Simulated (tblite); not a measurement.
Compound: C6H5NSe2.
Atom-mapped SMILES: `[CH3:1][Se:2][c:3]1[cH:4][cH:5][c:6]([C:7]#[N:8])[se:9]1` (hydrogens: H10, H11, H12 on C1; H13 on C4; H14 on C5)

Computed with GFN2-xTB (tblite), gas phase: L-BFGS steps from a force-field or distance-geometry start until the largest atomic force falls under 0.01 eV/Å.

Step 107: E = -668.9817 eV
```
atom  x, y, z in Å  |  force x, y, z in eV/Å
C1     -3.0014    0.2967    0.0755    0.003  -0.021   0.003
Se2    -1.8048    0.6140    1.5860    0.001   0.007  -0.001
C3     -0.1584    0.1509    0.7772    0.012  -0.013   0.011
C4      0.0432   -0.5770   -0.3649    0.001  -0.026   0.015
C5      1.3913   -0.7717   -0.7082   -0.006  -0.025   0.006
C6      2.3025   -0.2146    0.1539   -0.017  -0.012  -0.005
C7      3.6911   -0.2793    0.0387   -0.057   0.022  -0.032
N8      4.8326   -0.3331   -0.0777    0.048  -0.012   0.014
Se9     1.4508    0.6857    1.5747    0.003   0.006   0.005
H10    -2.6519    0.8743   -0.7765   -0.018  -0.013  -0.013
H11    -3.9854    0.6405    0.3843    0.004   0.009  -0.008
H12    -3.0409   -0.7648   -0.1579    0.008   0.013   0.014
H13    -0.7591   -0.9963   -0.9473   -0.004   0.050  -0.018
H14     1.6897   -1.3306   -1.5799    0.023   0.014   0.008
```

Step 108: E = -668.9823 eV
```
atom  x, y, z in Å  |  force x, y, z in eV/Å
C1     -3.0034    0.2896    0.0784    0.001  -0.035   0.012
Se2    -1.8019    0.6263    1.5812   -0.008   0.008  -0.005
C3     -0.1573    0.1606    0.7721    0.022  -0.015   0.013
C4      0.0442   -0.5643   -0.3719    0.003  -0.036   0.021
C5      1.3922   -0.7641   -0.7125   -0.002  -0.019   0.004
C6      2.3039   -0.2104    0.1514   -0.035  -0.023   0.006
C7      3.6922   -0.2858    0.0436   -0.079   0.010  -0.032
N8      4.8333   -0.3552   -0.0654    0.085  -0.004   0.008
Se9     1.4524    0.6860    1.5753    0.001   0.014  -0.005
H10    -2.6610    0.8613   -0.7804   -0.021  -0.019  -0.009
H11    -3.9873    0.6312    0.3901    0.002   0.012  -0.013
H12    -3.0401   -0.7751   -0.1438    0.015   0.034   0.012
H13    -0.7578   -0.9810   -0.9566   -0.010   0.053  -0.021
H14     1.6896   -1.3247   -1.5835    0.025   0.022   0.008
```

Step 109: E = -668.9834 eV
```
atom  x, y, z in Å  |  force x, y, z in eV/Å
C1     -3.0072    0.2755    0.0836   -0.003  -0.042   0.016
Se2    -1.7973    0.6505    1.5719   -0.011  -0.001  -0.027
C3     -0.1540    0.1775    0.7642    0.014  -0.013   0.023
C4      0.0462   -0.5415   -0.3836   -0.007  -0.042   0.031
C5      1.3937   -0.7511   -0.7187    0.009  -0.014  -0.002
C6      2.3064   -0.2073    0.1501   -0.028  -0.028   0.019
C7      3.6945   -0.2983    0.0512   -0.130  -0.010  -0.024
N8      4.8346   -0.3901   -0.0472    0.135   0.006   0.000
Se9     1.4565    0.6837    1.5784   -0.005   0.024  -0.013
H10    -2.6759    0.8325   -0.7900   -0.025  -0.034   0.011
H11    -3.9900    0.6186    0.3983    0.007   0.010  -0.022
H12    -3.0419   -0.7947   -0.1163    0.028   0.068   0.016
H13    -0.7560   -0.9482   -0.9746   -0.015   0.052  -0.021
H14     1.6895   -1.3125   -1.5894    0.032   0.023  -0.005
```

Q: Estimate the geometry and energy of step 110. (The exact step hangs on the optimiser's Hessian estimate; all steps are aligned on step 109, rigid shifts and turns removed.)

A: E = -668.9846 eV, largest force 0.111 eV/Å
```
atom  x, y, z in Å  |  force x, y, z in eV/Å
C1     -3.0100    0.2576    0.0904   -0.008  -0.036   0.010
Se2    -1.7905    0.6837    1.5581   -0.046  -0.007  -0.032
C3     -0.1508    0.1986    0.7555    0.036  -0.021   0.014
C4      0.0473   -0.5133   -0.3971    0.011  -0.051   0.025
C5      1.3944   -0.7379   -0.7251    0.007   0.003   0.004
C6      2.3083   -0.2083    0.1514   -0.057  -0.027   0.020
C7      3.6948   -0.3151    0.0592   -0.059  -0.037  -0.009
N8      4.8343   -0.4274   -0.0276    0.100   0.020  -0.007
Se9     1.4612    0.6792    1.5840   -0.014   0.024  -0.030
H10    -2.6926    0.7957   -0.8012   -0.034  -0.047   0.035
H11    -3.9920    0.6016    0.4077    0.012   0.008  -0.032
H12    -3.0406   -0.8184   -0.0827    0.046   0.098   0.025
H13    -0.7553   -0.9029   -0.9988   -0.018   0.046  -0.012
H14     1.6906   -1.2983   -1.5961    0.024   0.027  -0.011
```

The energy changes by -0.0012 eV. The first-order estimate −F·Δx gives -0.0018 eV and the mean of the old and new forces, exact on a quadratic surface, -0.0012 eV. The step makes an angle of 86° with the force vector and moves no atom by more than 0.051 Å.

The cost below is that of the whole relaxation. On Arm Neoverse N1, one thread, no GPU, shared host, this took 1.7 s of wall time.
